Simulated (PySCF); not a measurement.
C₄H₆Ge, SMILES C#C[C](=C)[GeH3].

Geometry optimised at PBE0-D3(BJ)/def2-SVP. This is a generated structure with no PubChem entry under its InChIKey; it may be hypothetical.

Two levels are set side by side: PBE/def2-TZVP (PySCF) and CAM-B3LYP/def2-TZVP (PySCF). Same geometry, gas phase. Differences are taken from unrounded values.

```json
[
 {"quantity": "orbital gap (eV)", "PBE": "4.06"},
 {"quantity": "highest occupied level (eV)", "PBE": "-6.20"},
 {"quantity": "lowest empty level (eV)", "PBE": "-2.14"},
 {"quantity": "dipole moment (D)", "PBE": "0.34"},
 {"quantity": "mean polarisability (bohr³)", "PBE": "81.2"}
]
```

These are the PBE values. What does CAM-B3LYP give? (Estimate from the structure and the level; the computed values follow.)


```json
[
 {"quantity": "orbital gap (eV)", "CAM-B3LYP": "8.38", "PBE minus CAM-B3LYP": "-4.32"},
 {"quantity": "highest occupied level (eV)", "CAM-B3LYP": "-8.46", "PBE minus CAM-B3LYP": "2.26"},
 {"quantity": "lowest empty level (eV)", "CAM-B3LYP": "-0.08", "PBE minus CAM-B3LYP": "-2.06"},
 {"quantity": "dipole moment (D)", "CAM-B3LYP": "0.41", "PBE minus CAM-B3LYP": "-0.07"},
 {"quantity": "mean polarisability (bohr³)", "CAM-B3LYP": "78.1", "PBE minus CAM-B3LYP": "3.2"}
]
```

Without exact exchange PBE keeps part of each electron's self-repulsion, which lifts occupied levels and narrows the gap. PBE's more diffuse valence density responds more strongly to a field. Differences between two approximate levels are no errors against the true value.

Rough cost on one machine, each run with all the roots and properties that it gave: CAM-B3LYP against PBE within a factor of 2.
